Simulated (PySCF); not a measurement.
Below is a simulated gas-phase C 1s photoelectron spectrum of Si(OEt)2H2 (`[H][Si]([H])(OCC)OCC`).

Every computed line was given a Gaussian of 0.5 eV full width at half maximum and an area set by the number of equivalent atoms; the highest printed point is 100. Theory: PySCF, delta-SCF UKS SCAN, pcX-2 on the ionised atom, pcseg-1 elsewhere, spin-free X2C.

(binding energy (eV), intensity): (290.0, 1), (290.1, 3), (290.2, 9), (290.3, 22), (290.4, 45), (290.5, 74), (290.6, 96), (290.7, 100), (290.8, 84), (290.9, 56), (291.0, 30), (291.1, 13), (291.2, 4), (291.3, 1), (291.4, 0), (291.5, 0), (291.6, 0), (291.7, 1), (291.8, 4), (291.9, 11), (292.0, 27), (292.1, 52), (292.2, 80), (292.3, 99), (292.4, 98), (292.5, 77), (292.6, 49), (292.7, 25), (292.8, 10), (292.9, 3), (293.0, 1)

Count the maxima, the lines and the sites behind this envelope.

The curve has 2 maxima (at 290.7 and 292.3 eV). Under it lie 2 lines from 2 inequivalent carbon sites.

Decompose the envelope and assign each component. Bonds: Si1–O2, Si1–O10, O2–C3, C3–C4, O10–C11, C11–C12. Hydrogens: H18, H19 on Si1; H5, H6 on C3; H7, H8, H9 on C4; H13, H14 on C11; H15, H16, H17 on C12.

| position (eV) | relative area | line | atoms | environment |
| --- | --- | --- | --- | --- |
| 290.67 | 2 | C 1s | C4/C12 | carbon bonded to C and 3 H |
| 292.34 | 2 | C 1s | C3/C11 | carbon bonded to C, O and 2 H |

What are the centre and the root-mean-square width of the whole band?

The area-weighted mean of the lines is 291.51 eV. Their own spread about it is 0.84 eV (rms) and each Gaussian has σ = 0.5/2.355 = 0.21 eV; the variances add, which gives 0.86 eV.

Above which line width would these two lines show one maximum?

Two equal Gaussians merge once their distance is under 2σ = FWHM/1.177. With 1.68 eV between them that is a full width over 1.98 eV.

The listed C 1s values span 1.67 eV, from C4/C12 (bonded to C and 3 H) to C3/C11 (bonded to O, C and 2 H).

No satellites, vibrations or lifetime broadening are included. One atom of each set of topologically equivalent atoms was ionised and stands for the set; in this conformer not all members are related by symmetry, and their own values weren't computed. One conformer (not necessarily the lowest) at the PBE0-D3(BJ)/def2-SVP geometry, without solvent, vibrations or thermal averaging.
